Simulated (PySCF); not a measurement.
## 4-fluoroanisole (C1(F)=CC=C(OC)C=C1, C7H7FO)

Geometry:
```csv
atom,x (Å),y (Å),z (Å)
C1,2.983,0.359,0.232
O2,1.992,-0.444,-0.340
C3,0.697,-0.151,-0.093
C4,-0.253,-0.992,-0.690
C5,-1.609,-0.774,-0.496
C6,-2.022,0.292,0.300
F7,-3.327,0.503,0.488
C8,-1.099,1.134,0.899
C9,0.266,0.915,0.704
H10,2.942,0.341,1.336
H11,2.910,1.408,-0.106
H12,3.948,-0.050,-0.092
H13,0.103,-1.818,-1.308
H14,-2.359,-1.420,-0.955
H15,-1.452,1.961,1.517
H16,0.982,1.585,1.181
```

Computed, not measured: quadratic response CAM-B3LYP/aug-cc-pVDZ first hyperpolarisability, Taylor convention, gas phase in PySCF 2.14.0. Geometry: PBE0-D3(BJ)/def2-SVP.

Give β for the processes computed.

In au, Taylor convention; the vector part is βᵢ = ⅓ Σⱼ (βᵢⱼⱼ + βⱼᵢⱼ + βⱼⱼᵢ); β∥ is 3/5 of the vector part along the dipole, the dipole points from − to +:
| process | λ (nm) | β vector norm | β∥ | β HRS | depolarisation ratio |
| --- | --- | --- | --- | --- | --- |
| static β(0;0,0) | ∞ | 71.2 | -26.1 | 32.5 | 3.81 |
| second harmonic β(−2ω;ω,ω) | 1907 | 73.1 | -25.3 | 33.9 | 3.65 |
| Pockels β(−ω;ω,0) | 1907 | 71.8 | -25.8 | – | – |
| second harmonic β(−2ω;ω,ω) | 1064 | 77.9 | -22.8 | 37.6 | 3.30 |
| Pockels β(−ω;ω,0) | 1064 | 73.2 | -25.2 | – | – |

Which lowest excitations, dipole and polarisabilities go with it?

S1 4.94 eV (f = 0.055); S2 5.63 eV (f = 0.006); S3 5.87 eV (f = 0.053); dipole 2.37 D; isotropic α 87.8 au static, 88.1 au at 1907 nm, 88.8 au at 1064 nm, 89.1 au at 953.5 nm, 92.3 au at 532 nm.
